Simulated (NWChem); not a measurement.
# C3H5BO2; SMILES OB1C=CCO1

```xyz
11

O      0.1305    -2.1432     0.0000
B      0.0949    -0.7816     0.0000
C      1.2809     0.2252     0.0000
C      0.7003     1.4371     0.0000
C     -0.8027     1.3222     0.0000
O     -1.0969    -0.0760     0.0000
H     -0.7655    -2.5134     0.0000
H      2.3540     0.0653     0.0000
H      1.1895     2.4093     0.0000
H     -1.2589     1.7867     0.8855
H     -1.2589     1.7867    -0.8855
```
Atoms are numbered in this order, from 1.

Level: B3LYP/6-31G* (spherical d) (NWChem), optimised geometry, unscaled harmonic frequencies. B3LYP is NWChem's, with the RPA form of VWN correlation.

Task: List the harmonic frequencies with IR intensities, and the thermochemistry.

Result: 
```json
[
 {"frequency (cm⁻¹)": "194", "IR intensity (km/mol)": "6.0"},
 {"frequency (cm⁻¹)": "341", "IR intensity (km/mol)": "0.0"},
 {"frequency (cm⁻¹)": "357", "IR intensity (km/mol)": "16.7"},
 {"frequency (cm⁻¹)": "544", "IR intensity (km/mol)": "105.6"},
 {"frequency (cm⁻¹)": "583", "IR intensity (km/mol)": "4.4"},
 {"frequency (cm⁻¹)": "640", "IR intensity (km/mol)": "31.1"},
 {"frequency (cm⁻¹)": "746", "IR intensity (km/mol)": "56.0"},
 {"frequency (cm⁻¹)": "767", "IR intensity (km/mol)": "2.8"},
 {"frequency (cm⁻¹)": "852", "IR intensity (km/mol)": "2.5"},
 {"frequency (cm⁻¹)": "937", "IR intensity (km/mol)": "25.5"},
 {"frequency (cm⁻¹)": "980", "IR intensity (km/mol)": "156.2"},
 {"frequency (cm⁻¹)": "999", "IR intensity (km/mol)": "1.8"},
 {"frequency (cm⁻¹)": "1039", "IR intensity (km/mol)": "7.6"},
 {"frequency (cm⁻¹)": "1064", "IR intensity (km/mol)": "0.5"},
 {"frequency (cm⁻¹)": "1140", "IR intensity (km/mol)": "3.2"},
 {"frequency (cm⁻¹)": "1224", "IR intensity (km/mol)": "0.1"},
 {"frequency (cm⁻¹)": "1240", "IR intensity (km/mol)": "110.4"},
 {"frequency (cm⁻¹)": "1361", "IR intensity (km/mol)": "45.3"},
 {"frequency (cm⁻¹)": "1404", "IR intensity (km/mol)": "42.8"},
 {"frequency (cm⁻¹)": "1472", "IR intensity (km/mol)": "364.0"},
 {"frequency (cm⁻¹)": "1526", "IR intensity (km/mol)": "28.3"},
 {"frequency (cm⁻¹)": "1640", "IR intensity (km/mol)": "56.9"},
 {"frequency (cm⁻¹)": "3035", "IR intensity (km/mol)": "41.8"},
 {"frequency (cm⁻¹)": "3063", "IR intensity (km/mol)": "28.9"},
 {"frequency (cm⁻¹)": "3189", "IR intensity (km/mol)": "15.7"},
 {"frequency (cm⁻¹)": "3230", "IR intensity (km/mol)": "9.8"},
 {"frequency (cm⁻¹)": "3763", "IR intensity (km/mol)": "48.2"}
]
```

- zero-point energy: 53.3 kcal/mol
- thermal correction to the enthalpy at 298.15 K (with zero-point energy): 57.2 kcal/mol
- heat capacity Cv: 19.1 cal/(mol K)
- entropy at 298.15 K and 1 atm (symmetry number 1): 72.5 cal/(mol K)
- dipole moment: 1.56 D

Rigid rotor and harmonic oscillator.
